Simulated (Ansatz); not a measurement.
Start from `C=C(O)[SiH3]` and change one element to get `C=C([SiH3])[SeH]`.

Ansatz, PBE0-D4/def2-TZVP geometries, multiplicity 1. Each molecule was computed in one conformer, which needn't be the lowest.

Scalar relativity is left out up to krypton.

| property | `C=C(O)[SiH3]` |
| --- | --- |
| HOMO energy (PBE0/def2-TZVPP) / eV | -6.93 |
| LUMO energy (PBE0/def2-TZVPP) / eV | -0.01 |
| LUMO energy (ωB97M-V/def2-TZVPP) / eV | 1.67 |
| HOMO–LUMO gap (ωB97M-V/def2-TZVPP) / eV | 10.84 |
| HOMO–LUMO gap (B3LYP/def2-TZVPP) / eV | 6.48 |
| LUMO energy (B3LYP/def2-TZVPP) / eV | -0.23 |

(1) What does the change do to each property? (Estimate.)

## Answers

(1) The calculation gave: 
```json
{"property": "HOMO energy (PBE0/def2-TZVPP) / eV", "`C=C([SiH3])[SeH]`": "-6.56", "shift": "0.37"}
{"property": "LUMO energy (PBE0/def2-TZVPP) / eV", "`C=C([SiH3])[SeH]`": "-0.67", "shift": "-0.66"}
{"property": "LUMO energy (ωB97M-V/def2-TZVPP) / eV", "`C=C([SiH3])[SeH]`": "1.39", "shift": "-0.28"}
{"property": "HOMO–LUMO gap (ωB97M-V/def2-TZVPP) / eV", "`C=C([SiH3])[SeH]`": "10.06", "shift": "-0.78"}
{"property": "HOMO–LUMO gap (B3LYP/def2-TZVPP) / eV", "`C=C([SiH3])[SeH]`": "5.48", "shift": "-1.00"}
{"property": "LUMO energy (B3LYP/def2-TZVPP) / eV", "`C=C([SiH3])[SeH]`": "-0.86", "shift": "-0.63"}
```

With PBE0 the HOMO rises by 0.37 eV and the LUMO falls by 0.66 eV, so the gap narrows by about 1.03 eV. PBE moves the HOMO by 0.22 eV and ωB97M-V by 0.49 eV.

B3LYP here is the variant with VWN-RPA as its local correlation; programs differ in this.

Spin–orbit coupling is left out; it splits and shifts lone-pair levels of the heavy atoms by tenths of an eV.
